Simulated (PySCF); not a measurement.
## Rh(2+) (rhodium, charge +2) across methods

[Kr] 4d6 5p1, one real determinant (an excited configuration). All numbers are calculated (PySCF 2.14, scalar relativity through the core potential, in aug-cc-pVTZ-PP with ECP28MDF (6s6p5d3f2g, 88 functions)). The B2PLYP total includes its PT2 part (frozen core); its orbital energies are those of the SCF part.

```csv
method,E (hartree),mean ε 4d α (eV),mean ε 4d β (eV),mean ε 5p α (eV),Σ⟨r²⟩ (bohr²),⟨S²⟩
M06-L,-108.8395,-31.875,-29.094,-16.273,33.81,8.752
wB97M-V,-108.6987,-36.188,-33.266,-19.129,34.09,8.751
PBE0,-108.7704,-33.814,-30.701,-17.356,34.03,8.751
PBE,-108.7745,-31.639,-28.818,-16.706,34.02,8.751
B2PLYP,-108.6023,-35.824,-32.459,-17.831,34.21,8.752
r2SCAN0,-108.7877,-34.242,-30.728,-17.440,33.96,8.752
UHF,-108.17809,-39.496,-35.259,-18.850,34.48,8.753
r2SCAN,-108.8156,-32.217,-28.843,-16.821,33.91,8.752
```

**Question.** Estimate the same row for LDA.

**Answer.** E (hartree) = -108.5189; mean ε 4d α (eV) = -31.721; mean ε 4d β (eV) = -28.724; mean ε 5p α (eV) = -16.856; Σ⟨r²⟩ (bohr²) = 34.06; ⟨S²⟩ = 8.750.

⟨L²⟩ = 8.03 against 12 for a pure F term, so this real determinant mixes terms. Energies and moments cover only the electrons outside the core potential.
